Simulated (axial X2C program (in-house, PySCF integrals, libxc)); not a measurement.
Curves of NSmO²⁺ from open-shell CI on f(δφ)1 f(π)0

Calculated with an in-house all-electron X2C program for linear molecules (integrals from PySCF): two-component X2C with atomic mean-field Coulomb and Gaunt terms, basis N dyall-v3z, Sm dyall-v3z, O dyall-v3z (cores contracted in-house). Orbitals come from Hartree–Fock averaged over the configuration Sm f(δφ)1 f(π)0; CI then distributes these electrons over the f(δφ), f(π) shells of Sm.

Scan along the N–Sm bond with SmO moving as one mass, its bond held at 1.680 Å; masses N 14.003 u, Sm 151.920 u, O 15.995 u. Energies in cm⁻¹ from the lowest point; levels are followed by energy order within each Ω. Lowest level at 2.199 Å: 100% f(δφ)1.

```csv
R (Å),(1)Ω=5/2,(1)Ω=7/2
2.045,1067,16084
2.122,289,15346
2.199,0,15089
2.287,66,15180
2.375,383,15522
2.474,889,16046
2.595,1551,16728
```

**Question.** Fit the curves (1)Ω=5/2, (1)Ω=7/2 near their minima.

**Answer.** From the open-shell CI curves, Te from the lowest:

```
   level  Te (cm⁻¹)  Re (Å)  ωe (cm⁻¹)
(1)Ω=5/2          0   2.225      351.5
(1)Ω=7/2      15096   2.218      355.4
```

Without dynamic correlation distances can be off by several hundredths of an Å (long for ionic bonds, short for multiple bonds) and the wavenumbers are rough.

Dynamic correlation is missing, so gaps between terms are too wide and other configurations may lie lower; the lowest level listed is that of this model, not necessarily the ground state. At most 6 roots were kept for each Ω > 0 (twice that for Ω = 0) within 3.5 eV of the lowest, so higher up levels can be missing between those listed; levels with Ω > 0 are doubly degenerate and listed once, Ω = 0 levels singly. States that fill the shells left empty in the average are placed too high. The molecule was held linear; bending was not examined.
